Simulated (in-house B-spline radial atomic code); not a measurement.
Inner levels of gold as electrons are removed. A shift is the extra binding of the orbital against the neutral atom ([Xe] 4f14 5d10 6s1). Computed with a B-spline radial code for spherical atoms: non-relativistic Hartree-Fock, average of the configuration, point nuclei.

This level leaves out relativity, spin-orbit splitting included, which matters for heavy ions.

```json
{"ion": "Au", "configuration": "[Xe] 4f14 5d10 6s1", "shift of 4s (eV)": "0", "shift of 4d (eV)": "0", "shift of 2p (eV)": "0", "radius of 4s (bohr)": "0.44687", "radius of 4d (bohr)": "0.45984", "radius of 2p (bohr)": "0.068253", "Σ<r²> (bohr²)": "64.315", "change of density at nucleus (bohr⁻³)": "-"}
{"ion": "Au+", "configuration": "[Xe] 4f14 5d10", "shift of 4s (eV)": "7.5219", "shift of 4d (eV)": "7.5551", "shift of 2p (eV)": "7.5353", "radius of 4s (bohr)": "0.44688", "radius of 4d (bohr)": "0.45982", "radius of 2p (bohr)": "0.068253", "Σ<r²> (bohr²)": "47.541", "change of density at nucleus (bohr⁻³)": "-10.037"}
{"ion": "Au2+", "configuration": "[Xe] 4f14 5d9", "shift of 4s (eV)": "21.478", "shift of 4d (eV)": "21.478", "shift of 2p (eV)": "21.522", "radius of 4s (bohr)": "0.44687", "radius of 4d (bohr)": "0.46006", "radius of 2p (bohr)": "0.068253", "Σ<r²> (bohr²)": "42.172", "change of density at nucleus (bohr⁻³)": "-6.729"}
{"ion": "Au3+", "configuration": "[Xe] 4f14 5d8", "shift of 4s (eV)": "36.926", "shift of 4d (eV)": "36.88", "shift of 2p (eV)": "37.075", "radius of 4s (bohr)": "0.44686", "radius of 4d (bohr)": "0.46006", "radius of 2p (bohr)": "0.068252", "Σ<r²> (bohr²)": "37.885", "change of density at nucleus (bohr⁻³)": "-2.216"}
{"ion": "Au4+", "configuration": "[Xe] 4f14 5d7", "shift of 4s (eV)": "53.644", "shift of 4d (eV)": "53.538", "shift of 2p (eV)": "53.984", "radius of 4s (bohr)": "0.44683", "radius of 4d (bohr)": "0.46004", "radius of 2p (bohr)": "0.068252", "Σ<r²> (bohr²)": "34.283", "change of density at nucleus (bohr⁻³)": "3.442"}
{"ion": "Au5+", "configuration": "[Xe] 4f14 5d6", "shift of 4s (eV)": "?", "shift of 4d (eV)": "?", "shift of 2p (eV)": "?", "radius of 4s (bohr)": "?", "radius of 4d (bohr)": "?", "radius of 2p (bohr)": "?", "Σ<r²> (bohr²)": "?", "change of density at nucleus (bohr⁻³)": "?"}
{"ion": "Au6+", "configuration": "[Xe] 4f14 5d5", "shift of 4s (eV)": "90.342", "shift of 4d (eV)": "90.078", "shift of 2p (eV)": "91.361", "radius of 4s (bohr)": "0.44672", "radius of 4d (bohr)": "0.45991", "radius of 2p (bohr)": "0.068252", "Σ<r²> (bohr²)": "28.392", "change of density at nucleus (bohr⁻³)": "17.841"}
{"ion": "Au7+", "configuration": "[Xe] 4f14 5d4", "shift of 4s (eV)": "110.14", "shift of 4d (eV)": "109.78", "shift of 2p (eV)": "111.66", "radius of 4s (bohr)": "0.44665", "radius of 4d (bohr)": "0.4598", "radius of 2p (bohr)": "0.068251", "Σ<r²> (bohr²)": "25.904", "change of density at nucleus (bohr⁻³)": "26.457"}
{"ion": "Au8+", "configuration": "[Xe] 4f14 5d3", "shift of 4s (eV)": "130.82", "shift of 4d (eV)": "130.34", "shift of 2p (eV)": "132.97", "radius of 4s (bohr)": "0.44656", "radius of 4d (bohr)": "0.45965", "radius of 2p (bohr)": "0.06825", "Σ<r²> (bohr²)": "23.641", "change of density at nucleus (bohr⁻³)": "35.942"}
{"ion": "Au9+", "configuration": "[Xe] 4f14 5d2", "shift of 4s (eV)": "152.32", "shift of 4d (eV)": "151.72", "shift of 2p (eV)": "155.22", "radius of 4s (bohr)": "0.44645", "radius of 4d (bohr)": "0.45946", "radius of 2p (bohr)": "0.06825", "Σ<r²> (bohr²)": "21.564", "change of density at nucleus (bohr⁻³)": "46.296"}
{"ion": "Au10+", "configuration": "[Xe] 4f14 5d1", "shift of 4s (eV)": "174.62", "shift of 4d (eV)": "173.88", "shift of 2p (eV)": "178.41", "radius of 4s (bohr)": "0.44632", "radius of 4d (bohr)": "0.45924", "radius of 2p (bohr)": "0.068249", "Σ<r²> (bohr²)": "19.645", "change of density at nucleus (bohr⁻³)": "57.472"}
{"ion": "Au11+", "configuration": "[Xe] 4f14", "shift of 4s (eV)": "197.67", "shift of 4d (eV)": "196.79", "shift of 2p (eV)": "202.48", "radius of 4s (bohr)": "0.44617", "radius of 4d (bohr)": "0.45897", "radius of 2p (bohr)": "0.068248", "Σ<r²> (bohr²)": "17.861", "change of density at nucleus (bohr⁻³)": "69.429"}
{"ion": "Au12+", "configuration": "[Kr] 4d10 4f14 5s2 5p5", "shift of 4s (eV)": "223.42", "shift of 4d (eV)": "222.57", "shift of 2p (eV)": "229.68", "radius of 4s (bohr)": "0.44598", "radius of 4d (bohr)": "0.45844", "radius of 2p (bohr)": "0.068247", "Σ<r²> (bohr²)": "16.468", "change of density at nucleus (bohr⁻³)": "85.302"}
{"ion": "Au13+", "configuration": "[Kr] 4d10 4f14 5s2 5p4", "shift of 4s (eV)": "249.73", "shift of 4d (eV)": "248.91", "shift of 2p (eV)": "257.59", "radius of 4s (bohr)": "0.44577", "radius of 4d (bohr)": "0.45788", "radius of 2p (bohr)": "0.068245", "Σ<r²> (bohr²)": "15.14", "change of density at nucleus (bohr⁻³)": "101.79"}
{"ion": "Au14+", "configuration": "[Kr] 4d10 4f14 5s2 5p3", "shift of 4s (eV)": "276.59", "shift of 4d (eV)": "275.8", "shift of 2p (eV)": "286.18", "radius of 4s (bohr)": "0.44554", "radius of 4d (bohr)": "0.45728", "radius of 2p (bohr)": "0.068244", "Σ<r²> (bohr²)": "13.873", "change of density at nucleus (bohr⁻³)": "118.87"}
{"ion": "Au15+", "configuration": "[Kr] 4d10 4f14 5s2 5p2", "shift of 4s (eV)": "303.99", "shift of 4d (eV)": "303.23", "shift of 2p (eV)": "315.46", "radius of 4s (bohr)": "0.44529", "radius of 4d (bohr)": "0.45664", "radius of 2p (bohr)": "0.068242", "Σ<r²> (bohr²)": "12.661", "change of density at nucleus (bohr⁻³)": "136.54"}
{"ion": "Au16+", "configuration": "[Kr] 4d10 4f14 5s2 5p1", "shift of 4s (eV)": "331.9", "shift of 4d (eV)": "331.18", "shift of 2p (eV)": "345.41", "radius of 4s (bohr)": "0.44502", "radius of 4d (bohr)": "0.45597", "radius of 2p (bohr)": "0.06824", "Σ<r²> (bohr²)": "11.5", "change of density at nucleus (bohr⁻³)": "154.83"}
{"ion": "Au17+", "configuration": "[Kr] 4d10 4f14 5s2", "shift of 4s (eV)": "360.33", "shift of 4d (eV)": "359.65", "shift of 2p (eV)": "376.02", "radius of 4s (bohr)": "0.44473", "radius of 4d (bohr)": "0.45526", "radius of 2p (bohr)": "0.068239", "Σ<r²> (bohr²)": "10.386", "change of density at nucleus (bohr⁻³)": "173.74"}
{"ion": "Au18+", "configuration": "[Kr] 4d10 4f13 5s2", "shift of 4s (eV)": "?", "shift of 4d (eV)": "?", "shift of 2p (eV)": "?", "radius of 4s (bohr)": "?", "radius of 4d (bohr)": "?", "radius of 2p (bohr)": "?", "Σ<r²> (bohr²)": "?", "change of density at nucleus (bohr⁻³)": "?"}
{"ion": "Au19+", "configuration": "[Kr] 4d10 4f12 5s2", "shift of 4s (eV)": "447.82", "shift of 4d (eV)": "445.17", "shift of 2p (eV)": "473.43", "radius of 4s (bohr)": "0.44095", "radius of 4d (bohr)": "0.44855", "radius of 2p (bohr)": "0.068245", "Σ<r²> (bohr²)": "9.4202", "change of density at nucleus (bohr⁻³)": "259.96"}
{"ion": "Au20+", "configuration": "[Kr] 4d10 4f12 5s1", "shift of 4s (eV)": "478.11", "shift of 4d (eV)": "476.14", "shift of 2p (eV)": "506.96", "radius of 4s (bohr)": "0.44121", "radius of 4d (bohr)": "0.4477", "radius of 2p (bohr)": "0.068243", "Σ<r²> (bohr²)": "8.4897", "change of density at nucleus (bohr⁻³)": "8.006"}
{"ion": "Au21+", "configuration": "[Kr] 4d10 4f12", "shift of 4s (eV)": "?", "shift of 4d (eV)": "?", "shift of 2p (eV)": "?", "radius of 4s (bohr)": "?", "radius of 4d (bohr)": "?", "radius of 2p (bohr)": "?", "Σ<r²> (bohr²)": "?", "change of density at nucleus (bohr⁻³)": "?"}
{"ion": "Au22+", "configuration": "[Kr] 4d10 4f11", "shift of 4s (eV)": "555.24", "shift of 4d (eV)": "553.09", "shift of 2p (eV)": "593.87", "radius of 4s (bohr)": "0.43897", "radius of 4d (bohr)": "0.44341", "radius of 2p (bohr)": "0.068244", "Σ<r²> (bohr²)": "7.215", "change of density at nucleus (bohr⁻³)": "-233.82"}
```

Problem. Fill in the row of Au5+.

Solution. shift of 4s (eV): 71.484; shift of 4d (eV): 71.305; shift of 2p (eV): 72.111; radius of 4s (bohr): 0.44678; radius of 4d (bohr): 0.45999; radius of 2p (bohr): 0.068252; Σ<r²> (bohr²): 31.159; change of density at nucleus (bohr⁻³): 10.157.

Problem. Fill in the row of Au18+.

Solution. shift of 4s (eV): 403.55; shift of 4d (eV): 401.88; shift of 2p (eV): 423.9; radius of 4s (bohr): 0.44287; radius of 4d (bohr): 0.45192; radius of 2p (bohr): 0.068242; Σ<r²> (bohr²): 9.8871; change of density at nucleus (bohr⁻³): 215.94.

Problem. Fill in the row of Au21+.

Solution. shift of 4s (eV): 508.83; shift of 4d (eV): 507.57; shift of 2p (eV): 541.1; radius of 4s (bohr): 0.441; radius of 4d (bohr): 0.44683; radius of 2p (bohr): 0.068241; Σ<r²> (bohr²): 7.5902; change of density at nucleus (bohr⁻³): -256.93.
